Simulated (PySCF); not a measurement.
## The first ionisation energy along the 4d series

All values are computed (PySCF 2.14, energy differences of UHF-based or UKS calculations, no spin-orbit coupling). Values in eV. The last column holds reference values (NIST; (s) semi-empirical, (t) theoretical, else measured). Unmarked ones compare directly (S terms, centres of terms, or small fine structure); those marked * lie between the lowest fine-structure levels and include a spin-orbit shift.

```
                        element                 configurations    UHF  MP2 (valence)  SCS-MP2 (valence)   PBE0  reference
Zr (x2c-TZVPall, spin-free X2C)    [Kr] 4d2 5s2 → [Kr] 4d2 5s1  5.187          5.978              6.141  6.285      6.639
Nb (x2c-TZVPall, spin-free X2C)        [Kr] 4d4 5s1 → [Kr] 4d4  5.994          6.343              6.110    n/a      6.776
Mo (x2c-TZVPall, spin-free X2C)        [Kr] 4d5 5s1 → [Kr] 4d5  6.255          6.669              6.393  7.194      7.092
Tc (x2c-TZVPall, spin-free X2C)    [Kr] 4d5 5s2 → [Kr] 4d5 5s1  5.539          6.476              6.682  6.719      7.119
Ru (x2c-TZVPall, spin-free X2C)        [Kr] 4d7 5s1 → [Kr] 4d7  6.297          6.900              6.709  7.460      7.365
Rh (x2c-TZVPall, spin-free X2C)        [Kr] 4d8 5s1 → [Kr] 4d8  6.313          6.970              6.808  7.531      7.479
Pd (x2c-TZVPall, spin-free X2C)           [Kr] 4d10 → [Kr] 4d9  6.316          8.119              7.922  8.478      8.512
Ag (x2c-TZVPall, spin-free X2C)      [Kr] 4d10 5s1 → [Kr] 4d10  6.354          7.079              6.959  7.629      7.576
Cd (x2c-TZVPall, spin-free X2C)  [Kr] 4d10 5s2 → [Kr] 4d10 5s1  7.331          8.482              8.484  8.765      8.994
```

Q: Which of these methods has the smallest mean absolute error against the measured values here?

A: PBE0, with 0.165 eV.

```tsv
method	elements	mean error (eV)	mean absolute error (eV)	largest error (eV)
UHF	9	-1.329	1.329	-2.196
MP2 (valence)	9	-0.504	0.504	-0.661
SCS-MP2 (valence)	9	-0.594	0.594	-0.699
PBE0	8	-0.090	0.165	-0.400
```

Errors include the incompleteness of the basis and the frozen core.

"Valence" correlates the outer s and p shells and, in groups 3 to 12 and the f block, the outer d or f shell, open or full, or the next shell where the ion has no valence electron left; the wider scheme adds the next inner shell.
